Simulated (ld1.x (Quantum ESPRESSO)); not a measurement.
La: one change to a TM potential, before and after

| Item | Value |
| --- | --- |
| Element | lanthanum |
| Generator | ld1.x (Quantum ESPRESSO) 7.5 |
| Type | norm-conserving Troullier–Martins (Kleinman–Bylander form) |
| Functional | LDA (PZ) |
| Relativity | non-relativistic |
| Frozen core | [Kr] 4d10 |
| Valence charge | 11 |
| Reference configuration | 4f0 5s2 5p6 5d1 6s2 6p0 |
| Partial waves | 5p (bound): rc 3.10 bohr; 5d (bound): rc 2.45 bohr; 4f (bound, empty): rc 1.30 bohr; 5s (bound): rc 1.60 bohr |
| Local potential | the s channel |
| Core correction | none |

Occupied shells without a wave of their own: 6s. They enter only through the test configuration that unscreens the potential.

All-electron outer shells of the reference configuration (LDA (PZ), non-relativistic, ld1.x):

```json
{"shell": "4p", "level (eV)": "-195.04", "outermost node (bohr)": "0.35", "outermost maximum (bohr)": "0.65"}
{"shell": "4d", "level (eV)": "-107.69", "outermost node (bohr)": "0.32", "outermost maximum (bohr)": "0.67"}
{"shell": "5s", "level (eV)": "-36.04", "outermost node (bohr)": "0.81", "outermost maximum (bohr)": "1.47"}
{"shell": "5p", "level (eV)": "-22.43", "outermost node (bohr)": "0.84", "outermost maximum (bohr)": "1.60"}
{"shell": "4f", "level (eV)": "-8.08", "outermost node (bohr)": "–", "outermost maximum (bohr)": "0.72"}
{"shell": "5d", "level (eV)": "-3.84", "outermost node (bohr)": "0.94", "outermost maximum (bohr)": "2.16"}
{"shell": "6s", "level (eV)": "-3.60", "outermost node (bohr)": "1.94", "outermost maximum (bohr)": "3.93"}
{"shell": "6p", "level (eV)": "-1.50", "outermost node (bohr)": "2.23", "outermost maximum (bohr)": "4.99"}
```

Change: wave 5s (bound): rc 1.60 bohr becomes 5s (bound): rc 1.40 bohr.

Cutoffs: the cutoffs (Ry, on a coarse ladder) from which the occupation-weighted sum of valence levels, in a spherical-Bessel basis at the reference potential, stays within 10 and 1 mRy of its value at 400 Ry; they do not see the model core or the augmentation charge, which bear on the density cutoff. Errors are all-electron minus pseudo energies relative to the spin-unpolarised reference configuration.

Q: How do hardness, ghosts and transferability respond?

A: The potential gets harder (40 Ry and 80 Ry → 70 Ry and 140 Ry); both files keep a bound ghost (p); of the 9 tests that both files solve, the error grows in 6 and shrinks in 1 by more than 15 % and 0.3 meV (median size 49.4 → 82.0 meV). A smaller radius makes the pseudo-wave follow the all-electron one further in, where it bends more sharply, so more plane waves are needed.

| quantity | base | changed |
| --- | --- | --- |
| cutoff, loose | 40 Ry | 70 Ry |
| cutoff, tight | 80 Ry | 140 Ry |
| bound ghosts | p | p |
| largest miss of a reference level, eV | 0.04 | 0.07 |
| error for 4f0 5s2 5p6 5d1 6s1 6p0, meV [ΔE 5.86 eV] | -57 | -91 |
| error for 4f0 5s2 5p6 5d1 6s0 6p0, meV [ΔE 16.52 eV] | -154 | -244 |
| error for 4f0 5s2 5p6 5d0 6s0 6p0, meV [ΔE 36.18 eV] | -215 | -351 |
| error for 4f0 5s2 5p6 5d1 6s0 6p1, meV [ΔE 8.51 eV] | -79 | -167 |
| error for 4f0 5s2 5p6 5d0 6s2 6p1, meV [ΔE 3.02 eV] | +42 | +30 |
| error for 4f0 5s1 5p6 5d1 6s2 6p0, meV [ΔE 41.05 eV] | +49 | +49 |
| error for 4f0 5s2 5p6 5d2 6s1 6p0, meV [ΔE 0.08 eV] | -32 | -51 |
| error for 4f0 5s2 5p6 5d1 6s2 6p0 (spin-polarised), meV [ΔE -0.10 eV] | +3.7 | +3.5 |
| error for 4f0 5s2 5p6 5d1 6s1 6p0 (spin-polarised), meV [ΔE 5.46 eV] | -49 | -82 |
| s: phases at 3.36 bohr within 0.05 rad from the reference energy up to (Ry; the scan ends near 5) | -0.1 | -0.2 |
| p: phases at 3.36 bohr within 0.05 rad from the reference energy up to (Ry; the scan ends near 5) | 0.3 | 0.6 |
| d: phases at 3.36 bohr within 0.05 rad from the reference energy up to (Ry; the scan ends near 5) | 1.8 | 1.9 |
| f: phases at 3.36 bohr within 0.05 rad from the reference energy up to (Ry; the scan ends near 5) | 0.8 | 0.8 |

Base: The cutoffs count occupied waves only; the empty 4f level needs 180 Ry at the loose tolerance. The 6s level has no wave, so the channel is fitted at the deeper level alone: the likely source of the large errors. Changed file: The cutoffs count occupied waves only; the empty 4f level needs 180 Ry at the loose tolerance. The 6s level has no wave, so the channel is fitted at the deeper level alone: the likely source of the large errors. A true bound ghost makes a file unfit for plane-wave use even where its test errors are small: the radial tests pick states by their node count and pass the ghost by.
